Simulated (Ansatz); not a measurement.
The cluster SnBr2. Charge 0, multiplicity 3. Geometry PBE-D4/def2-TZVPD, that of the charge -1 doublet; atoms count from 1.

| atom | x (Å) | y (Å) | z (Å) |
| --- | --- | --- | --- |
| Sn1 | 1.092 | -0.313 | 0.252 |
| Br2 | 0.126 | 1.171 | -1.778 |
| Br3 | -1.218 | -0.858 | 1.525 |

In the def2 sets Sn takes a core potential; there is no spin–orbit coupling. At PBE0-D4/def2-TZVPD a singlet of charge 0 lies 2.56 eV below the triplet at the same geometry. The structure comes from a short search, and lower isomers may exist.

**Question.** Estimate the Mulliken populations from the PBE0/def2-TZVPD orbitals of Ansatz.

**Answer.** 
```json
{"atom": "Sn1", "charge (e)": "0.39", "spin (α − β)": "1.34"}
{"atom": "Br2", "charge (e)": "-0.19", "spin (α − β)": "0.33"}
{"atom": "Br3", "charge (e)": "-0.19", "spin (α − β)": "0.33"}
```
Mulliken values and Mayer orders depend strongly on the basis. With diffuse functions, as here, like atoms can get unlike values, and bond orders can come out too low or too high.

**Question.** Where does the spin sit?

**Answer.** Summed by element: Sn 1.34, Br 0.66, of 2 unpaired in all. Largest on single atoms: Sn1 1.34, Br3 0.33, Br2 0.33.

**Question.** And the Mayer bond orders between bonded heavy atoms (over 0.3)?

**Answer.** Sn1–Br2 0.85 (2.69 Å); Sn1–Br3 0.85 (2.69 Å).
